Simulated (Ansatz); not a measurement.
Consider the formal loss of a carbene: `CCCCCC=O` → `CCCCC=O` + `[CH2]` (triplet).

Program: Ansatz. Geometries: PBE0-D4/def2-TZVP. ΔE: electronic, gas phase. CCSD(T)/CBS is the MP2 limit (def2-TZVPP, def2-QZVPP) plus CCSD(T) − MP2 in def2-TZVPP, frozen cores. This one scheme is used for every species. DFT in def2-TZVPP. B3LYP here is the variant with VWN-RPA as its local correlation; programs differ in this. Triplets are unrestricted, without spin–orbit coupling. Each species was taken in one conformer, which may not be the lowest.

`CCCCCC=O`:

Cartesian coordinates in Å:
```
C -1.185 2.384 -0.994
C -1.191 1.248 0.014
C -0.170 0.169 -0.303
C -0.175 -0.973 0.700
C 0.846 -2.059 0.374
C 2.253 -1.561 0.509
O 3.116 -1.684 -0.315
H -0.206 2.872 -1.032
H -1.408 2.019 -2.000
H -1.926 3.146 -0.745
H -0.995 1.645 1.017
H -2.189 0.798 0.056
H 0.830 0.618 -0.349
H -0.360 -0.231 -1.307
H 0.022 -0.579 1.705
H -1.172 -1.421 0.742
H 0.708 -2.461 -0.632
H 0.737 -2.887 1.087
H 2.466 -1.042 1.473
```

`CCCCC=O`:

Cartesian coordinates in Å:
```
C 0.448 1.579 1.056
C 1.083 0.578 0.104
C 0.530 -0.837 0.230
C -0.936 -0.976 -0.142
C -1.240 -0.835 -1.602
O -0.421 -0.718 -2.473
H 0.545 1.254 2.096
H 0.924 2.558 0.970
H -0.616 1.723 0.853
H 0.972 0.919 -0.929
H 2.160 0.540 0.295
H 0.664 -1.186 1.259
H 1.113 -1.507 -0.409
H -1.327 -1.962 0.147
H -1.574 -0.265 0.398
H -2.324 -0.865 -1.854
```

`[CH2]` (triplet):

Cartesian coordinates in Å:
```
C 0.258 -0.064 0.073
H 0.216 0.784 -0.592
H -0.474 -0.720 0.519
```

```csv
level,ΔE (kcal/mol),difference from CCSD(T)/CBS
PBE-D4,105.1,0.7
r2SCAN-D4,98.4,-6.0
ωB97M-V,104.5,0.1
PBE,104.0,-0.4
B3LYP,100.1,-4.3
CCSD(T)/def2-TZVPP,101.6,-2.8
HF/def2-QZVPP,69.9,-34.5
MP2/def2-QZVPP,106.3,1.9
HF/CBS(def2),70.0,-34.4
CCSD/CBS(def2),101.9,-2.5
CCSD(T)/CBS,104.4,0
```

Largest T1 diagnostic among the species: 0.012.

The D4 term adds +1.7 kcal/mol with B3LYP and +1.0 kcal/mol with PBE0; it sums over pairs of atoms, weighted by their polarisabilities, and B3LYP, whose exchange is more repulsive, gets the larger term. From PBE to PBE0 (25 % exact exchange), in def2-TZVPP and without D4, ΔE moves by −1.6 kcal/mol. In def2-TZVPP, CCSD(T) changes the Hartree–Fock value by +31.8 kcal/mol (the triples alone add +2.5 kcal/mol) and MP2 by +34.8 kcal/mol.

CCSD(T)/CBS has its own doubt, a few kJ/mol and more with outer-core shells, so smaller differences from it don't rank the levels.
